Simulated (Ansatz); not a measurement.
`[SiH3]C#C[SiH2]Cl` + CH₃OH → `CO[SiH2]Cl` + `C#C[SiH3]`  (ligand exchange at the Si–C bond)

Computed with Ansatz on PBE0-D4/def2-TZVP structures; ΔE is electronic, products minus reactants. CBS: MP2 limit from def2 TZ/QZ plus the TZ coupled-cluster correction, frozen cores. This one scheme is used for every species. Functionals use def2-TZVPP. B3LYP here is the variant with VWN-RPA as its local correlation; programs differ in this. Each species was taken in one conformer, which may not be the lowest.

```json
{"level": "LDA (SPW92)", "ΔE (kcal/mol)": "-16.0", "difference from CCSD(T)/CBS": "0.6"}
{"level": "revPBE-D4", "ΔE (kcal/mol)": "-13.9", "difference from CCSD(T)/CBS": "2.7"}
{"level": "r2SCAN-D4", "ΔE (kcal/mol)": "-16.3", "difference from CCSD(T)/CBS": "0.3"}
{"level": "PBE0-D4", "ΔE (kcal/mol)": "-14.9", "difference from CCSD(T)/CBS": "1.7"}
{"level": "BHLYP-D4", "ΔE (kcal/mol)": "-17.8", "difference from CCSD(T)/CBS": "-1.2"}
{"level": "CAM-B3LYP-D4", "ΔE (kcal/mol)": "-18.0", "difference from CCSD(T)/CBS": "-1.4"}
{"level": "B2PLYP", "ΔE (kcal/mol)": "-16.8", "difference from CCSD(T)/CBS": "-0.2"}
{"level": "PBE", "ΔE (kcal/mol)": "-14.1", "difference from CCSD(T)/CBS": "2.5"}
{"level": "BLYP", "ΔE (kcal/mol)": "-15.8", "difference from CCSD(T)/CBS": "0.8"}
{"level": "r2SCAN", "ΔE (kcal/mol)": "-16.3", "difference from CCSD(T)/CBS": "0.3"}
{"level": "B3LYP", "ΔE (kcal/mol)": "-16.5", "difference from CCSD(T)/CBS": "0.1"}
{"level": "BHLYP", "ΔE (kcal/mol)": "-17.8", "difference from CCSD(T)/CBS": "-1.2"}
{"level": "CAM-B3LYP", "ΔE (kcal/mol)": "-18.0", "difference from CCSD(T)/CBS": "-1.4"}
{"level": "HF/def2-TZVPP", "ΔE (kcal/mol)": "-18.9", "difference from CCSD(T)/CBS": "-2.3"}
{"level": "CCSD(T)/def2-TZVPP", "ΔE (kcal/mol)": "-16.6", "difference from CCSD(T)/CBS": "0.0"}
{"level": "HF/CBS(def2)", "ΔE (kcal/mol)": "-19.2", "difference from CCSD(T)/CBS": "-2.6"}
{"level": "CCSD(T)/CBS", "ΔE (kcal/mol)": "-16.6", "difference from CCSD(T)/CBS": "0"}
```

Largest T1 diagnostic among the species: 0.013.

Leaving LDA and LC-ωPBE aside and taking each functional with its dispersion term where it has one, the values spread over 4.1 kcal/mol, from CAM-B3LYP-D4 to revPBE-D4. LDA lies −2.0 kcal/mol from PBE without D4. From BLYP to BHLYP (50 % exact exchange), in def2-TZVPP and without D4, ΔE moves by −2.1 kcal/mol. In def2-TZVPP, CCSD(T) changes the Hartree–Fock value by +2.3 kcal/mol (the triples alone add +0.5 kcal/mol) and MP2 by +2.5 kcal/mol.
